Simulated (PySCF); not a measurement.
The same groups moved round the core (propene methyl+boryl). All species are isolated molecules in the gas phase. One relaxed conformer stands for each flexible species; it need not be the lowest. Strings in code marks are SMILES.

Quantity: electronic energy of isomers of C4H9B relative to `BC=C(C)C`, in kJ/mol.

Case: `B/C(C)=C/C`. Geometry of `C(=C(/C)B)/C` (neutral, multiplicity 1, Å):

```xyz
14

B      2.0004    -0.7145    -0.2480
C      0.6220    -0.0714    -0.0428
C      0.4425     1.3926     0.2819
C     -0.4577    -0.8677    -0.1642
C     -1.8713    -0.4078     0.0004
H      3.0028    -0.0738    -0.1616
H      2.0692    -1.8778    -0.4993
H      1.4000     1.9077     0.3315
H     -0.1722     1.8958    -0.4695
H     -0.0623     1.5282     1.2424
H     -0.2973    -1.9156    -0.3975
H     -2.0194     0.0299     0.9915
H     -2.5866    -1.2164    -0.1303
H     -2.1042     0.3805    -0.7210
```

Predict the electronic energy of isomers of C4H9B relative to `BC=C(C)C` from B3LYP-D3(BJ)/def2-TZVP // M06-2X/def2-TZVP (PySCF).

12.71 kJ/mol.
